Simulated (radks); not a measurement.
Polarisability of neutral krypton, [Kr], at imaginary frequency. Method: scalar-relativistic Kohn-Sham, LDA (Slater exchange, Perdew-Wang correlation), spin-polarised, spherical densities, finite nucleus; Fermi nuclear charge, rms radius 4.1884 fm; computed with a radial shooting solver on a logarithmic mesh with Libxc functionals. Response by self-consistent Sternheimer equations with the Hartree and adiabatic LDA kernel, the relativistic mass of each level held fixed and spin-orbit coupling left out.

w (hartree),alpha1(iw) (bohr^3),alpha2(iw) (bohr^5)
0.00266,18.07,111.0
0.0143,18.06,110.9
0.0360,17.98,110.5
0.0697,17.74,109.3
0.118,17.15,106.3
0.186,15.99,100.2
0.280,14.09,89.95
0.413,11.49,75.24
0.605,8.495,57.46
0.892,5.605,39.25
1.35,3.254,23.36
2.12,1.649,11.69
3.59,0.7278,4.686
6.94,0.2697,1.381
17.5,0.06454,0.2368

Static values: alpha1 = 18.08 bohr^3 (2.678 angstrom^3; uncoupled 27.79), alpha2 = 111.0 bohr^5, alpha3 = 1514 bohr^7. C6 = 140.9, C8 = 4547, triple-dipole C9 = 1829 atomic units. One-pole (London) frequency 4 C6 / (3 alpha1^2) = 0.575 hartree, against 0.345 for minus the highest occupied eigenvalue. Recommended static value: 16.78 bohr^3 (Schwerdtfeger and Nagle, 2023 table).
